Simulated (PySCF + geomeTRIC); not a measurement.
The multiplicity is imposed and other spin states were not computed.

Species: [Cd(F)(OH)] (charge 0, multiplicity 1).

Problem. Give a relaxed geometry from BP86-D3(BJ)/def2-SVP (PySCF + geomeTRIC).

Solution. One answer among several that fit: the end point of this relaxation, one of several conformers.
Cartesian coordinates (Å) in one orientation:
```xyz
4

Cd    -0.042     0.044    -0.007
F      1.437    -0.407    -1.173
O     -1.597     0.371     1.158
H     -1.531     1.285     1.503
```
